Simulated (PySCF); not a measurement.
Correlation energy of Ir²⁺ (iridium, charge +2)

[Xe] 4f14 5d6 6s1, high-spin 6D determinant (an excited configuration). All numbers are calculated (PySCF 2.14, a scalar-relativistic core potential, in aug-cc-pwCVDZ-PP with ECP60MDF (6s6p5d3f, 70 functions)). Frozen: 5s2 5p6; 7 electrons correlated.

```json
{"level": "CCSD", "correlation energy (mhartree)": "-123.17"}
{"level": "(T)", "correlation energy (mhartree)": "-1.61"}
{"level": "CCSD(T)", "correlation energy (mhartree)": "-124.78"}
```

Diagnostics: T1 = 0.0041, D1 = 0.0123, largest double amplitude 0.021.

Spin-orbit coupling, absent here, splits the open shell strongly.

Cost of the coupled-cluster step: about 16 core-seconds, for 7 correlated electrons.

Iterations:

```
CC2 = 0
CCSD nocc = (np.int64(6), np.int64(1)), nmo = (66, 66)
frozen orbitals [[0, 1, 2, 3], [0, 1, 2, 3]]
max_cycle = 100
direct = 0
conv_tol = 1e-08
conv_tol_normt = 1e-06
diis_space = 8
diis_start_cycle = 0
Init t2, MP2 energy = -0.117469353391837
Init E_corr(UCCSD) = -0.117469353392825
cycle = 1  E_corr(UCCSD) = -0.122306340658682  dE = -0.00483698727  norm(t1,t2) = 0.0180826
cycle = 2  E_corr(UCCSD) = -0.122908850553142  dE = -0.000602509894  norm(t1,t2) = 0.00578283
cycle = 3  E_corr(UCCSD) = -0.123168701780013  dE = -0.000259851227  norm(t1,t2) = 0.00226271
cycle = 4  E_corr(UCCSD) = -0.123162983016383  dE = 5.71876363e-06  norm(t1,t2) = 0.000401985
cycle = 5  E_corr(UCCSD) = -0.123165860421348  dE = -2.87740496e-06  norm(t1,t2) = 7.46477e-05
cycle = 6  E_corr(UCCSD) = -0.123165891615047  dE = -3.11936993e-08  norm(t1,t2) = 1.31491e-05
cycle = 7  E_corr(UCCSD) = -0.12316583679399  dE = 5.48210573e-08  norm(t1,t2) = 2.8797e-06
cycle = 8  E_corr(UCCSD) = -0.12316583765204  dE = -8.58050367e-10  norm(t1,t2) = 5.91962e-07
UCCSD converged
E(UCCSD) = -102.8377139361771  E_corr = -0.1231658376520403
UCCSD(T) correction = -0.00160779828748453
```
